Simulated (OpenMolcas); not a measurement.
Mn5+: effect of the active space

```yaml
Program: OpenMolcas 26.06
Method: CASSCF or its RAS form
Basis: ANO-RCC-VQZP
Scalar_Hamiltonian: DKH2, point nucleus
Spin-orbit_coupling: RASSI with atomic mean-field integrals over the reference wave functions, term energies averaged over their components
```

A. 2 electrons in 5 orbitals (3d); 2S+1 = 3 even, 10 roots; 2S+1 = 1 even, 15 roots; cost of the order of 9 core-seconds
B. 8 electrons in 8 orbitals (RAS1 3p, at most 2 holes; RAS2 3d); 2S+1 = 3 even, 10 roots; 2S+1 = 1 even, 15 roots; cost roughly 21 core-seconds
C. 2 electrons in 10 orbitals (3d 4d); 2S+1 = 3 even, 10 roots; 2S+1 = 1 even, 15 roots; cost roughly 15 core-seconds

Energies in cm⁻¹ above 3d² ³F₂, the measured ground level; measured values from Corliss and Sugar, J. Phys. Chem. Ref. Data 6, 1253 (1977).

```csv
Level,A,B,C,Measured
3d² ³F₂,0.0,0.0,0.0,0.0
3d² ³F₃,726,753,730,746
3d² ³F₄,1649,1707,1658,1669
3d² ¹D₂,18880,17232,18539,15336
3d² ³P₀,21922,20682,21580,17782
3d² ³P₁,22181,20953,21837,18057
3d² ³P₂,22766,21542,22416,18628
3d² ¹G₄,28889,29581,28375,25511
3d² ¹S₀,69943,61835,67911,
```

Deviations, from unrounded energies. A percentage is the sum of absolute deviations over the sum of measured energies, with the sign that they share, or ± where signs differ.

```json
{"Against measurement": "mean absolute deviation (cm-1)", "Levels": "7", "A": "2800", "B": "2100", "C": "2500"}
{"Against measurement": "fine structure of the ground term (%)", "Levels": "2", "A": "-1.7", "B": "+1.9", "C": "-1.1"}
{"Against measurement": "other terms of the ground configuration (%)", "Levels": "5", "A": "+20.3", "B": "+15.4", "C": "+18.3"}
```

B lies closest to measurement on these levels and A furthest from it. The largest miss of B in the table is 3d² ¹G₄, by +4100 cm-1. The ranking rests on the paired levels alone, and a cruder setting can come out closer through cancelling errors.

Among A to C the level of the table that moves most is 3d² ¹S₀, by 8100 cm-1 (lowest in B, highest in A).

Without dynamic correlation excited terms often stand tens of per cent too high (terms of higher spin than the ground term too low), and those without a measured partner can miss by more than the paired ones. Active for correlation alone: 3p; no level in the range computed is led by a configuration that opens it, so any true level of that kind is missing (holds for B). Active for correlation alone: 4d; no level in the range computed is led by a configuration that fills it, so any true level of that kind is missing (holds for C). Computed and measured levels are paired by configuration, term and J; levels that our copy of the source lacks, or whose pairing is in doubt (as where it misses far off the trend of its configuration), stay unpaired and out of the deviations. Only configurations of the active space appear.
